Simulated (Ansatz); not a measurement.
`[CH3][GaH][NH]CF` + H₂ → `C[NH][GaH][CH3]` + H–F  (hydrogenolysis of a C–F bond)

Calculated with Ansatz (gas phase, PBE0-D4/def2-TZVP geometries, no zero-point term in ΔE). CCSD(T)/CBS is the MP2 limit (def2-TZVPP, def2-QZVPP) plus CCSD(T) − MP2 in def2-TZVPP, frozen cores. This one scheme is used for every species. For Ga outer-core shells are correlated without core-valence functions, which leaves a few kJ/mol of doubt a bond. Scalar relativity is left out up to krypton. One conformer a species, not always the lowest.

`[CH3][GaH][NH]CF`:

Z-matrix (Å, degrees):
```
C
Ga 1 1.959
H 1 1.092 2 110.5
H 1 1.090 2 111.6 3 -121.2
H 1 1.093 2 110.1 3 118.8
N 2 1.842 1 116.4 3 -49.3
H 2 1.563 1 128.9 3 133.8
C 6 1.400 2 125.0 1 11.3
H 6 1.008 2 119.7 1 174.6
F 8 1.408 6 112.4 2 84.7
H 8 1.093 6 110.9 2 -33.3
H 8 1.094 6 112.4 2 -156.7
```

H₂:

Cartesian coordinates in Å:
```
H 0.222 -0.076 0.290
H -0.222 0.076 -0.290
```

`C[NH][GaH][CH3]`:

```xyz
12

C    -0.994   -1.482    0.458
N     0.238   -0.896    0.925
Ga    1.078    0.607    0.330
C     0.271    1.627   -1.139
H    -1.761   -1.528    1.242
H    -0.856   -2.500    0.073
H    -1.407   -0.884   -0.358
H     0.658   -1.414    1.680
H     2.411    0.950    1.078
H    -0.640    1.159   -1.516
H     0.025    2.638   -0.806
H     0.977    1.723   -1.967
```

H–F:

```xyz
2

F     0.132   -0.395    0.196
H    -0.132    0.395   -0.196
```

```
           species  HF/def2-TZVPP energy (Eh)
`[CH3][GaH][NH]CF`                -2157.06005
                H₂                   -1.13290
 `C[NH][GaH][CH3]`                -2058.15025
               H–F                 -100.06520
```

Task: Work out ΔE.

Result: ΔE = (-2058.15025) + (-100.06520) − (-2157.06005) − (-1.13290) = -0.02250 Eh = -59.1 kJ/mol. CCSD(T)/CBS gives -66.4 kJ/mol.

Largest T1 diagnostic among the species: 0.013.

In def2-TZVPP, CCSD(T) changes the Hartree–Fock value by −3.6 kJ/mol (the triples alone add +2.3 kJ/mol) and MP2 by −7.5 kJ/mol. From PBE to PBE0 (25 % exact exchange), in def2-TZVPP and without D4, ΔE moves by −6.3 kJ/mol.
